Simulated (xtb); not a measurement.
Mg(I)(OMe) (CH₃IMgO), SMILES C[O][Mg][I]. All values are semi-empirical tight-binding results from xtb (GFN2-xTB unless named), good for trends rather than for accurate numbers. Coordinates come from a GFN2-xTB optimisation. Other conformers were not sampled.

For metal compounds this method's bond lengths and energies can be far off.

```yaml
point_group_as_xtb_finds_it: Cs
orbital_gap: 2.04 eV
zero_point_energy: 25.3 kcal/mol
G − E(el) at 298.15 K (modified RRHO): 4.9 kcal/mol
```
